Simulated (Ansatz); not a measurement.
Species: C₄H₇NSi, SMILES `C/C=C(/[SiH3])C#N` (charge 0, multiplicity 1).

Question: Give a relaxed geometry from Ansatz (a first-principles code) with B3LYP-D3(BJ)/def2-TZVP.

Answer: the end point of this relaxation (outside a Z-matrix the atoms follow the SMILES, hydrogens last).
Bonded distances (Å): C1–C2 1.489, C1–H7 1.094, C1–H8 1.094, C1–H9 1.089, C2–C3 1.345, C2–H10 1.086, C3–Si4 1.880, C3–C5 1.426, Si4–H11 1.479, Si4–H12 1.480, Si4–H13 1.479, C5–N6 1.154. Angles (°): C2–C1–H7 110.1, C2–C1–H8 110.1, C2–C1–H9 112.3, H7–C1–H8 106.4, H7–C1–H9 108.8, H8–C1–H9 108.8, C1–C2–C3 126.5, C1–C2–H10 116.0, C3–C2–H10 117.4, C2–C3–Si4 122.3, C2–C3–C5 120.5, Si4–C3–C5 117.2, C3–Si4–H11 110.1, C3–Si4–H12 107.1, C3–Si4–H13 110.1, H11–Si4–H12 110.3, H11–Si4–H13 109.0, H12–Si4–H13 110.3, C3–C5–N6 177.0.
